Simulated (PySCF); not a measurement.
Computed shifts of a molecule C₆H₆, PBE0/pcSseg-1 in PySCF, GIAO, gas phase, equivalent atoms averaged, in ppm (number of nuclei): ¹³C: 240.3 (1), 102.4 (1), 86.1 (1), 85.1 (1), 78.4 (1), 9.8 (1). ¹H: 6.09 (1), 5.72 (2), 2.63 (3). References: ¹³C against TMS (σ = 186.3 ppm); ¹H against TMS (σ = 31.56 ppm), references at their B3LYP-D3(BJ)/def2-TZVP geometries, non-relativistic. Geometry optimised at PBE-D3(BJ)/def2-SVP. The values are those of a single conformer.

Which molecule gave these data?
A) C#CC1=CCC1
B) C=C=CC#CC
C) C#CCC=C=C
D) C#CC=C=CC

B, C=C=CC#CC
